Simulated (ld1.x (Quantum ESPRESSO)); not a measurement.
What one change does to a pseudopotential (gallium (Ga), PAW)

ld1.x (Quantum ESPRESSO) 7.5 input, shortened:

```
&input
   title='Ga', zed=31., rel=1, dft='PBESOL', iswitch=3,
   config='[Ar] 3d10 4s2 4p1 4f-2'
 /
 &inputp
   pseudotype=3, lpaw=.true., tm=.true., lloc=-2, rcloc=1.35,
   nlcc=.false.,
   which_augfun='BESSEL', rmatch_augfun=0.95
 /
7
4S  1  0   2.00   0.00  1.75  1.95  0.0
4S  1  0   0.00   1.15  1.75  1.95  0.0
4P  2  1   1.00   0.00  1.80  2.05  0.0
4P  2  1   0.00   0.55  1.80  2.05  0.0
3D  3  2  10.00   0.00  1.10  1.35  0.0
3D  3  2   0.00   3.10  1.10  1.35  0.0
4F  4  3  -2.00   0.35  1.60  1.80  0.0
 &test
   configts(1)='3d10 4s2 4p1'
 /
```

All-electron outer shells of the reference configuration (PBEsol, scalar-relativistic, ld1.x):

```csv
shell,level (eV),outermost node (bohr),outermost maximum (bohr)
3s,-147.78,0.27,0.56
3p,-98.68,0.24,0.56
3d,-19.16,–,0.53
4s,-8.96,0.81,1.90
4p,-2.57,0.87,2.53
```

Change: core correction a·sin(br)/r model core inside 0.50 bohr.

Cutoffs: the cutoffs (Ry, on a coarse ladder) from which the occupation-weighted sum of valence levels, in a spherical-Bessel basis at the reference potential, stays within 10 and 1 mRy of its value at 400 Ry; they do not see the model core or the augmentation charge, which bear on the density cutoff. Errors are all-electron minus pseudo energies relative to the spin-unpolarised reference configuration.

**Question.** How do hardness, ghosts and transferability respond?

**Answer.** The potential gets neither clearly harder nor softer (80 Ry and 110 Ry → 80 Ry and 110 Ry); of the 7 tests that both files solve, the error grows in 4 and shrinks in 0 by more than 15 % and 0.3 meV (median size 0.6 → 2.2 meV); neither file shows a bound ghost. The default core radius of the base comes out at 0.31 bohr. A wider model core is smoother and lowers the density cutoff, which this test does not measure.

```csv
quantity,base,changed
"cutoff, loose",80 Ry,80 Ry
"cutoff, tight",110 Ry,110 Ry
bound ghosts,none,none
"error for 3d10 4s2 4p0, meV [ΔE 5.68 eV]",-0.2,-0.7
"error for 3d10 4s1 4p0, meV [ΔE 26.82 eV]",+0.1,-3.2
"error for 3d10 4s0 4p0, meV [ΔE 57.94 eV]",+11,-11
"error for 3d10 4s1 4p1, meV [ΔE 13.08 eV]",-0.6,-1.4
"error for 3d10 4s1 4p2, meV [ΔE 6.55 eV]",-0.6,-0.7
"error for 3d10 4s0 4p3, meV [ΔE 13.39 eV]",-1.4,-2.2
"error for 3d9 4s2 4p2, meV [ΔE 20.32 eV]",-166,-167
s: phases at 2.25 bohr within 0.05 rad from the reference energy up to (Ry; the scan ends near 5),to the end of the scan,to the end of the scan
p: phases at 2.25 bohr within 0.05 rad from the reference energy up to (Ry; the scan ends near 5),to the end of the scan,to the end of the scan
d: phases at 2.25 bohr within 0.05 rad from the reference energy up to (Ry; the scan ends near 5),to the end of the scan,to the end of the scan
f: phases at 2.25 bohr within 0.05 rad from the reference energy up to (Ry; the scan ends near 5),to the end of the scan,to the end of the scan
lowest overlap eigenvalue by channel,"s 0.40, p 0.62, d 0.87, f 0.84","s 0.40, p 0.62, d 0.87, f 0.84"
```
